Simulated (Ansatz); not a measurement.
Steps of a relaxation of C2H5ClGeSi, SMILES `Cl[SiH2]C#[C][GeH3]` with RKS PBE0-D4/def2-TZVP.

```sh
$ ansatz run in.yaml --threads 4 --pin off --events-out ev --progress --plain --max-ram 10444MiB
```

```yaml
crystal:
  periodic: [false, false, false]
  atoms:
    - {symbol: Cl, position_ang: [-3.526730, 0.558138, -0.869926]}
    - {symbol: Si, position_ang: [-1.629025, 1.312641, -1.273844]}
    - {symbol: C, position_ang: [-0.374445, 0.358374, -0.343448]}
    - {symbol: C, position_ang: [0.473272, -0.286181, 0.284659]}
    - {symbol: Ge, position_ang: [1.775164, -1.289368, 1.261488]}
    - {symbol: H, position_ang: [-1.589181, 2.749286, -0.849442]}
    - {symbol: H, position_ang: [-1.371623, 1.186443, -2.744702]}
    - {symbol: H, position_ang: [2.521035, -2.219560, 0.276659]}
    - {symbol: H, position_ang: [2.763685, -0.300647, 1.922588]}
    - {symbol: H, position_ang: [1.040848, -2.120226, 2.338969]}
basis:
  gaussian: {orbitals: def2-TZVP}
hamiltonian: {xc: pbe0, dispersion: d4}
relax: {f_tol: 0.005, max_steps: 150}
```

Positions (Å) and forces (eV/Å) along the path, 5 of 5 steps:

```xyz
10
step=1 energy=-79057.9208 eV
Cl   -3.527    0.558   -0.870    0.528    0.208   -0.110
Si   -1.629    1.313   -1.274   -0.106   -0.041    0.020
C    -0.374    0.358   -0.343    1.188   -0.948    0.918
C     0.473   -0.286    0.285   -1.369    1.049   -1.021
Ge    1.775   -1.289    1.261    0.080   -0.065    0.064
H    -1.589    2.749   -0.849   -0.040   -0.358   -0.082
H    -1.372    1.186   -2.745   -0.090    0.006    0.358
H     2.521   -2.220    0.277   -0.127    0.154    0.142
H     2.764   -0.301    1.923   -0.166   -0.142   -0.113
H     1.041   -2.120    2.339    0.101    0.137   -0.175
10
step=2 energy=-79057.9710 eV
Cl   -3.479    0.560   -0.866    0.013    0.001    0.000
Si   -1.609    1.305   -1.266    0.027   -0.044    0.040
C    -0.367    0.352   -0.337   -0.060    0.062   -0.059
C     0.464   -0.282    0.280    0.000    0.007   -0.006
Ge    1.763   -1.282    1.254   -0.019    0.015   -0.014
H    -1.586    2.724   -0.836    0.030   -0.075   -0.044
H    -1.369    1.169   -2.723    0.015    0.031    0.085
H     2.499   -2.200    0.271   -0.011    0.013    0.022
H     2.739   -0.294    1.905   -0.016   -0.021   -0.008
H     1.029   -2.104    2.321    0.019    0.011   -0.016
10
step=3 energy=-79057.9723 eV
Cl   -3.481    0.556   -0.862    0.008    0.008   -0.006
Si   -1.613    1.301   -1.262    0.040   -0.015    0.017
C    -0.370    0.352   -0.338   -0.067    0.039   -0.040
C     0.462   -0.280    0.278    0.048   -0.033    0.033
Ge    1.760   -1.279    1.251   -0.012    0.008   -0.008
H    -1.575    2.718   -0.842   -0.011    0.001    0.007
H    -1.361    1.174   -2.714   -0.010   -0.007   -0.004
H     2.496   -2.198    0.271    0.003   -0.002   -0.005
H     2.736   -0.294    1.903    0.004    0.004    0.001
H     1.030   -2.101    2.318   -0.004   -0.002    0.004
10
step=4 energy=-79057.9724 eV
Cl   -3.480    0.558   -0.864   -0.005   -0.001    0.000
Si   -1.611    1.301   -1.262    0.013   -0.002    0.003
C    -0.370    0.352   -0.338   -0.009    0.000   -0.002
C     0.462   -0.280    0.278    0.004    0.001    0.000
Ge    1.760   -1.279    1.251   -0.002    0.002   -0.002
H    -1.577    2.717   -0.840    0.000    0.001    0.000
H    -1.362    1.173   -2.714    0.000    0.000   -0.001
H     2.496   -2.198    0.271    0.000    0.000   -0.001
H     2.736   -0.294    1.903    0.000    0.001    0.000
H     1.029   -2.101    2.318    0.000    0.000    0.000
10
step=5 energy=-79057.9724 eV
Cl   -3.481    0.559   -0.865   -0.001    0.001    0.000
Si   -1.611    1.300   -1.262    0.000    0.000    0.000
C    -0.372    0.351   -0.337   -0.001   -0.002    0.002
C     0.461   -0.281    0.279    0.001    0.002   -0.001
Ge    1.760   -1.279    1.251    0.000   -0.001    0.000
H    -1.576    2.717   -0.840    0.000    0.000    0.000
H    -1.361    1.172   -2.714    0.000    0.000    0.000
H     2.496   -2.197    0.270    0.000    0.000    0.000
H     2.735   -0.293    1.902    0.000    0.000    0.000
H     1.030   -2.101    2.318    0.000    0.000    0.000
```

Hardware: 4 threads of an Arm Neoverse V1 on a shared host. Wall time 30 s, peak host memory 0.69 GiB.
